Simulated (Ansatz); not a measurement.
A single point on `BO[SiH](F)C=C`.

```yaml
crystal:
  periodic: [false, false, false]
  atoms:
    - {symbol: B, position_ang: [0.389602, -2.501368, -0.697201]}
    - {symbol: O, position_ang: [-0.008493, -1.241953, -0.970860]}
    - {symbol: Si, position_ang: [-0.776627, -0.088317, -0.084678]}
    - {symbol: F, position_ang: [-2.220465, 0.065405, -0.738159]}
    - {symbol: C, position_ang: [0.146814, 1.496422, -0.187376]}
    - {symbol: C, position_ang: [0.545264, 2.120377, 0.918523]}
    - {symbol: H, position_ang: [0.931364, -3.122805, -1.566324]}
    - {symbol: H, position_ang: [0.200455, -2.967375, 0.395792]}
    - {symbol: H, position_ang: [-0.944276, -0.527569, 1.318890]}
    - {symbol: H, position_ang: [0.381410, 1.936864, -1.154266]}
    - {symbol: H, position_ang: [0.335816, 1.719234, 1.907062]}
    - {symbol: H, position_ang: [1.096236, 3.055985, 0.892598]}
basis:
  gaussian: {orbitals: def2-QZVPP}
correlation: {method: mp2}
```

```sh
$ ansatz run in.yaml --threads 4 --pin off --events-out ev --progress --plain --max-ram 10444MiB
```

Output, abridged:

```
Functional definition: HF
3209 factors; integrals over basis functions are off by at most 1.0e-3 eV
mean field evaluation 1: about -15436.0011 eV, gradient 4.9e1 eV
mean field evaluation 2: about -15436.1556 eV, gradient 4.9e1 eV
mean field evaluation 4: about -15440.9614 eV, gradient 4.6e0 eV
mean field evaluation 8: about -15441.0277 eV, gradient 2.2e-1 eV
mean field -15441.02779657 eV, -567.4473052195 hartree, gradient 2.3e-6 eV, S^2 0.000000; 0 other end points of the search recorded, 0 dependent functions left out
10 core orbitals not correlated: weight in the atoms' cores, before any rotation towards them, 1.000 or more for the frozen orbitals, at most 0.000 for the correlated occupied ones
reference -15441.02779657 eV, -567.4473052195 hartree; 17, 17 occupied and 508, 508 virtual orbitals, 3209 factors
second order -29.84923263 eV of doubles, -0.00000000 eV of singles
Total energy: -15470.87702920 eV, -568.5442442859 hartree
```

Hardware: 4 threads of an Arm Neoverse V1 on a shared host. Wall time 28 s, peak host memory 3.7 GiB.
